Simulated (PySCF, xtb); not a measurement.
RbCl, SMILES [Rb][Cl].

Harmonic wavenumbers (cm⁻¹) from GFN2-xTB (xtb) at its own minimum, in rising order: 178.

Q: What does PBE0-D3(BJ)/def2-TZVPD (PySCF) give at its own minimum? (Estimate from the structure and the level; the computed values follow.)

A: 224. Paired by order, the mean absolute difference is 46 cm⁻¹ and the zero-point energies are 0.3 and 0.3 kcal/mol.
